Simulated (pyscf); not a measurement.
`[CH2+][CH]=[CH][CH3]` -> `[CH3][C+]=[CH][CH3]`, a hydrogen shift (singlet surface; C–H broken, C–H formed). Single points on ωB97X-D3(BJ)/def2-SVP structures (PySCF, gas phase). Correlated levels are frozen-core, on RHF or UHF. ΔMP2 is the change of the MP2 total energy from the triple- to the quadruple-zeta basis. Energies in eV from the reactant's lowest minimum found.

Small-basis levels: PySCF, no dispersion term, spherical d functions. 

Problem. Quick B3LYP/LANL2DZ single points give ΔE‡ = 1.89 eV and ΔE = +0.92 eV. What does CCSD(T)/def2-TZVPP + ΔMP2(QZVPP) give, and how far is the quick result from it?

Solution. CCSD(T)/def2-TZVPP + ΔMP2(QZVPP) gives ΔE‡ = 1.61 eV and ΔE = +0.83 eV. B3LYP/LANL2DZ lies 0.28 eV over it in the barrier and 0.10 eV over it in the reaction energy, so on this step it does not hold to within 0.13 eV. CCSD(T)/def2-TZVPP + ΔMP2(QZVPP) has limits of its own. On the reactant side the descent ends in a point that may be a rotor saddle (no frequency run), 0.13 eV over the lowest minimum found and 1.50 eV under the saddle at ωB97X-D3(BJ)/def2-TZVP. This is the saddle that the search found; another between the same sides may lie lower. The CCSD(T) − MP2 part came from Ansatz, without density fitting, on the same reference.
